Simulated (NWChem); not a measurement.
System: KOH; SMILES [OH][K]

```xyz
3

K     -0.1062    -0.8193     0.0000
O      0.2199     1.3872     0.0000
H      0.3608     2.3416     0.0000
```
Atoms are numbered in this order, from 1.

Coordinates come from a B3LYP/6-31G* (spherical d) optimisation.

List the 4 lowest vertical singlet excitations from PBE/6-31+G* (spherical d), TDA (NWChem).


| state | energy (eV) | oscillator strength | leading excitation (squared amplitude) |
|---|---|---|---|
| S1 | 1.74 | 0.006 | HOMO−1 → LUMO (1.00) |
| S2 | 1.74 | 0.006 | HOMO → LUMO (1.00) |
| S3 | 3.14 | 0.000 | HOMO → LUMO+2 (0.50) |
| S4 | 3.14 | 0.000 | HOMO−1 → LUMO+2 (0.50) |
